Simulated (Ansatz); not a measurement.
Consider the isomerisation: `BOC=N` → `NB1CO1`.

Calculated with Ansatz (gas phase, PBE0-D4/def2-TZVP geometries, no zero-point term in ΔE). CBS: MP2 limit from def2 TZ/QZ plus the TZ coupled-cluster correction, frozen cores. DFT in def2-TZVPP. B3LYP here is the variant with VWN-RPA as its local correlation; programs differ in this. HSE06 is defined as in plane-wave codes. One conformer a species, not always the lowest.

`BOC=N`:

Z-matrix (Å, degrees):
```
B
O 1 1.362
H 1 1.193 2 120.2
H 1 1.193 2 115.5 3 -177.4
C 2 1.355 1 123.2 3 -10.7
N 5 1.252 2 121.9 1 -39.5
H 5 1.092 2 110.8 1 142.8
H 6 1.016 5 110.5 2 -178.8
```

`NB1CO1`:

```xyz
8

N     0.127    0.169    1.503
B     0.061   -0.136    0.155
C    -0.183    0.080   -1.316
O     0.292   -1.181   -0.665
H     0.420   -0.498    2.196
H    -0.114    1.072    1.866
H     0.562    0.520   -1.973
H    -1.167   -0.025   -1.766
```

```
             level  ΔE (kJ/mol)  difference from CCSD(T)/CBS
       LDA (SPW92)       -113.4                        -27.0
            PBE-D4        -98.4                        -12.0
         revPBE-D4        -91.8                         -5.4
           BLYP-D4        -77.5                          8.9
         r2SCAN-D4        -96.3                         -9.9
            B97M-V        -98.7                        -12.3
          B3LYP-D4        -81.9                          4.5
        r2SCANh-D4        -97.3                        -10.9
        r2SCAN0-D4        -98.4                        -12.0
          BHLYP-D4        -79.8                          6.6
      CAM-B3LYP-D4        -86.0                          0.4
           ωB97X-V        -89.3                         -2.9
           ωB97M-V        -91.5                         -5.1
            B2PLYP        -83.9                          2.5
          PBE-QIDH        -98.2                        -11.8
               PBE        -99.0                        -12.6
              BLYP        -79.0                          7.4
            r2SCAN        -96.4                        -10.0
              PBE0       -100.7                        -14.3
             B3LYP        -82.9                          3.5
           r2SCAN0        -98.6                        -12.2
             HSE06       -100.8                        -14.4
             BHLYP        -80.4                          6.0
         CAM-B3LYP        -86.5                         -0.1
           LC-ωPBE       -108.3                        -21.9
RPA@PBE/def2-TZVPP        -72.9                         13.5
       HF/def2-SVP        -57.1                         29.3
      MP2/def2-SVP        -85.8                          0.6
     CCSD/def2-SVP        -75.0                         11.4
  CCSD(T)/def2-SVP        -73.3                         13.1
     HF/def2-TZVPP        -55.5                         30.9
    MP2/def2-TZVPP        -93.0                         -6.6
   CCSD/def2-TZVPP        -81.7                          4.7
CCSD(T)/def2-TZVPP        -81.6                          4.8
     HF/def2-QZVPP        -55.2                         31.2
    MP2/def2-QZVPP        -95.7                         -9.3
SCS-MP2/def2-QZVPP        -85.2                          1.2
      HF/CBS(def2)        -55.2                         31.2
     MP2/CBS(def2)        -97.8                        -11.4
    CCSD/CBS(def2)        -86.4                          0.0
       CCSD(T)/CBS        -86.4                            0
```

Problem. What do rigid-rotor, harmonic-oscillator terms from PBE0-D4/def2-TZVP frequencies (298.15 K, 1 bar) make of the CCSD(T)/CBS value? (Estimate.)

Solution. Ansatz gave: ΔZPE = +9.5 kJ/mol, ΔH = -77.4 kJ/mol, ΔS = -5 J/(mol·K), ΔG = -75.9 kJ/mol.

Largest T1 diagnostic among the species: 0.015.

Leaving LDA and LC-ωPBE aside and taking each functional with its dispersion term where it has one, the values, not all of them listed here, spread over 22.8 kJ/mol, from HSE06-D4 to BLYP-D4. LDA lies −14.3 kJ/mol from PBE without D4. At CCSD(T), def2-SVP lies +13.1 kJ/mol from the extrapolated value and def2-TZVPP +4.8 kJ/mol. In def2-TZVPP, CCSD(T) changes the Hartree–Fock value by −26.1 kJ/mol (the triples alone add +0.1 kJ/mol) and MP2 by −37.6 kJ/mol.
